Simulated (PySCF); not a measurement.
Compound: C5H4F2.
Structure used (PBE0-D3(BJ)/def2-SVP), in Å, numbered top down from 1:
```
atom  x, y, z in Å
F1    -2.2561   -1.5242   -0.3871
C2    -1.5928   -0.3465   -0.5428
F3    -2.5554    0.6144   -0.6006
C4    -0.6552   -0.1098    0.5754
C5     0.6397    0.1373    0.3683
C6     1.9665    0.4285    0.8218
C7     1.7808    0.3205   -0.4828
H8    -1.0789   -0.3704   -1.5210
H9    -1.0651   -0.1376    1.5879
H10    2.6502    0.6106    1.6482
H11    2.2072    0.3557   -1.4834
```

Method used: PBE0-D3(BJ)/def2-SVP geometry optimisation, gas phase in PySCF.

Take the most abundant isotopes and a rigid rotor. The values belong to one conformer with, in the numbering `[F:1][CH:2]([F:3])[CH:4]=[C:5]1[CH:6]=[CH:7]1`, F1–C2–C4–C5 126°.

Task: Give the principal moments of inertia and the rotational constants in MHz.

Result: Ia = 71.47, Ib = 370.73, Ic = 389.11 u·Å²; 505379 MHz·u·Å²/I gives A = 7071, B = 1363, C = 1299 MHz.

Task: What kind of rotor is it?

Result: A near-prolate asymmetric top: κ = (2 × 1363 − 7071 − 1299)/(7071 − 1299) = -0.98.

Task: Is it planar, by Δ = Ic − Ia − Ib?

Result: Not planar: Δ = Ic − Ia − Ib = -53.09 u·Å². For a rigid frame Δ = −2 Σ m c², so Σ m c² = 26.54 u·Å² lies off the ab plane: 9.45 from hydrogen and 17.09 from heavier atoms. The atom farthest from that plane is 1.89 Å away.

Task: Give the other two planar moments, Paa and Pbb, and the rms extents of the mass along the axes.

Result: Paa = Σ m a² = (Ib + Ic − Ia)/2 = 344.19 and Pbb = Σ m b² = (Ia + Ic − Ib)/2 = 44.92 u·Å². With the mass M = 102.03 u, the rms extents √(P/M) along a, b and c are 1.84, 0.66, 0.51 Å.

Task: List the rotational levels J(Ka,Kc) to J = 4 (MHz).

Result: Above 0(0,0):
J = 1: 1(0,1) 2662, 1(1,1) 8370, 1(1,0) 8435
J = 2: 2(0,2) 7985, 2(1,2) 13630, 2(1,1) 13823, 2(2,1) 30948, 2(2,0) 30948
J = 3: 3(0,3) 15969, 3(1,3) 21519, 3(1,2) 21905, 3(2,2) 38934, 3(2,1) 38937, 3(3,1) 67637, 3(3,0) 67637
J = 4: 4(0,4) 26612, 4(1,4) 32037, 4(1,3) 32681, 4(2,3) 49582, 4(2,2) 49590, 4(3,2) 78286, 4(3,1) 78286, 4(4,1) 118468, 4(4,0) 118468
Those of J = 1 are B + C, A + C and A + B.

Task: Which types of transition are allowed, and where do some lines up to J = 3 fall?

Result: The dipole components are |μa| = 4.75 D, |μb| = 0.06 D, |μc| = 0.93 D. The squared components, which scale the intensities, stand as 1.00 : 0.00 : 0.04 (a : b : c). Some lines, for components of 0.1 D or more:

```tsv
type	branch	J(Ka,Kc)	MHz	lower level (cm⁻¹)
a	Q	3(1,2) ← 3(1,3)	386	0.718
a	R	2(0,2) ← 1(0,1)	5323	0.089
c	Q	2(1,2) ← 2(0,2)	5644	0.266
c	Q	1(1,1) ← 1(0,1)	5708	0.089
a	R	3(1,3) ← 2(1,2)	7889	0.455
a	R	3(0,3) ← 2(0,2)	7984	0.266
a	R	3(2,1) ← 2(2,0)	7988	1.032
a	R	3(1,2) ← 2(1,1)	8082	0.461
c	R	1(1,0) ← 0(0,0)	8435	0.000
c	R	2(2,0) ← 1(1,0)	22514	0.281
c	R	2(2,1) ← 1(1,1)	22578	0.279
c	R	3(3,1) ← 2(2,1)	36689	1.032
```

Not checked by PBE0-D3(BJ)/def2-SVP frequencies. Zero-point vibration and centrifugal distortion are left out.
